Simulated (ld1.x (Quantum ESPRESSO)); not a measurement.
**Ranking ultrasoft potentials for P**

All share these settings but for the change named:

ld1.x (Quantum ESPRESSO) 7.5 input, shortened:

```
&input
   title='P', zed=15., rel=1, dft='PZ', iswitch=3,
   config='[Ne] 3s2 3p3'
 /
 &inputp
   pseudotype=3, tm=.true., lloc=-1, rcloc=1.80,
   nlcc=.false.
 /
4
3S  1  0   2.00   0.00  1.30  1.45  0.0
3S  1  0   0.00   2.70  1.30  1.45  0.0
3P  2  1   3.00   0.00  1.75  2.10  0.0
3P  2  1   0.00   1.35  1.75  2.10  0.0
 &test
   configts(1)='3s2 3p3'
 /
```

Cutoff: the first of the cutoffs (Ry, on a coarse ladder) from which the occupation-weighted sum of valence levels, in a spherical-Bessel basis at the reference potential, stays within 10 and 1 mRy of its value at 400 Ry; the density cutoff is not measured.

The base gives 18 Ry.

Of 12 variants that were run, those that failed, showed a ghost or another fault, or gave nearly equal values are left out.

A variant can come out equal or close to the base.

(1) Rank these variants from softest to hardest (loose cutoff).
A. all radii scaled by about 1.06 (s 1.54, p 2.24 bohr, rcut 1.38/1.86); local potential all-electron potential smoothed inside 1.92 bohr (lloc = -1)
B. waves 3s (bound): rcut 1.30, rcutus 1.84 bohr; 3s channel at 2.7 Ry: rcut 1.30, rcutus 1.84 bohr
C. non-relativistic

Answers

(1) B (12 Ry), A (15 Ry), C (18 Ry).
